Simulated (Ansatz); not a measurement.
System: B2H4 (charge 0, singlet). 
Geometry from a B3LYP-D3(BJ)/def2-TZVP (Ansatz, a quantum-chemistry and plane-wave program) optimisation:
```xyz
6

B      0.0005     0.0106     0.8133
B     -0.0005    -0.0106    -0.8133
H      1.0141     0.0110     1.4491
H     -1.0125     0.0267     1.4501
H      0.0070     0.9944    -1.4628
H     -0.0087    -1.0321    -1.4364
```
Charge 0, spin multiplicity 1.

Basis-set convergence of Hartree-Fock and MP2 correlation energies (hartree) with Ansatz. Cores are frozen in the correlated levels unless marked. No spin-orbit coupling. Non-relativistic.

```
basis        functions      E(HF)  E(corr, MP2)
-----------  ---------  ---------  ------------
aug-cc-pVDZ         82  -51.63695      -0.17067
aug-cc-pVTZ        184        [?]           [?]
```

Q: What belongs in the gaps?

A: 
- aug-cc-pVTZ, E(HF): -51.65135
- aug-cc-pVTZ, E(corr, MP2): -0.20670
